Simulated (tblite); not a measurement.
Compound: C6H9O2 (doublet state).
Numbering: `[CH2:1][CH2:2]/[C:3]([CH3:4])=[CH:5]/[O:6][CH:7]=[O:8]` (hydrogens: H9, H10 on C1; H11, H12 on C2; H13, H14, H15 on C4; H16 on C5; H17 on C7)

The geometry is computed with GFN2-xTB (gas phase). This method treats the open shell by occupation alone, without spin polarisation.

(1) Give the optimised bond lengths and angles.

Results:

(1) 
```json
{"bond": "C1–C2", "length (Å)": "1.476", "order": "single"}
{"bond": "C2–C3", "length (Å)": "1.508", "order": "single"}
{"bond": "C3–C4", "length (Å)": "1.496", "order": "single"}
{"bond": "C3=C5", "length (Å)": "1.327", "order": "double"}
{"bond": "C5–O6", "length (Å)": "1.389", "order": "single"}
{"bond": "O6–C7", "length (Å)": "1.324", "order": "single"}
{"bond": "C7=O8", "length (Å)": "1.196", "order": "double"}
{"bond": "C1–H9, C1–H10", "length (Å)": "1.072", "order": "single"}
{"bond": "C2–H11, C2–H12", "length (Å)": "1.097", "order": "single"}
{"bond": "C4–H13, C4–H14, C4–H15", "length (Å)": "1.088", "order": "single"}
{"bond": "C5–H16", "length (Å)": "1.082", "order": "single"}
{"bond": "C7–H17", "length (Å)": "1.103", "order": "single"}
```

Bonds in one row agree within 0.01 Å and their mean is given. Orders are formal, as drawn. A selection of angles:
```json
{"angle": "C1–C2–C3", "degrees": "111.1"}
{"angle": "C2–C3–C4", "degrees": "116.0"}
{"angle": "C2–C3–C5", "degrees": "120.6"}
{"angle": "C4–C3–C5", "degrees": "123.3"}
{"angle": "C3–C5–O6", "degrees": "121.9"}
{"angle": "C5–O6–C7", "degrees": "118.2"}
{"angle": "O6–C7–O8", "degrees": "127.3"}
```

Dihedral angles: C1–C2–C3–C4 -70° (synclinal); C2–C3–C5–O6 -179° (antiperiplanar); C3–C5–O6–C7 180° (antiperiplanar); C5–O6–C7–O8 0° (synperiplanar). The mirror-image conformer, all signs reversed, is as good.

The 4 C–C bonds span 1.327 Å (C3=C5, drawn double) to 1.508 Å (C2–C3, drawn single), a spread of 0.181 Å. C7 (carbon bonded to 2 O and H) is planar (angles 127.3°, 124.4° and 108.3°, sum 360.0°, 0.00 Å off the plane of its three neighbours). The C–O distances run from 1.196 Å (C7=O8, drawn double) to 1.389 Å (C5–O6, drawn single), a spread of 0.193 Å. C1 (carbon bonded to C and 2 H) is planar (angles 121.1°, 119.8° and 119.0°, sum 359.9°, 0.02 Å off the plane of its three neighbours). C3 (carbon bonded to 3 C) is planar (angles 123.3°, 120.6° and 116.0°, sum 360.0°, 0.01 Å off the plane of its three neighbours). C5 (carbon bonded to C, O and H) is planar (angles 123.8°, 121.9° and 114.3°, sum 360.0°, 0.00 Å off the plane of its three neighbours). Of the pairs four or more bonds apart, O8···H16 is among the closest relative to their van der Waals radii: 2.34 Å, 86 % of the sum of Bondi's values.

Point group: C1 (no symmetry element, even within 0.4 Å). GFN2-xTB frequencies show an imaginary mode (51i cm⁻¹), so the point is no minimum at that level. Torsions: H–C1–C2–C3 -40° and 143°, C1–C2–C3–C4 -70°, C3–C5–O6–C7 180°, C5–O6–C7–O8 0°. 3 starts were optimised and ended at 0.00, 0.41 and 1.51 kcal/mol (GFN2-xTB); the lowest of these is shown.
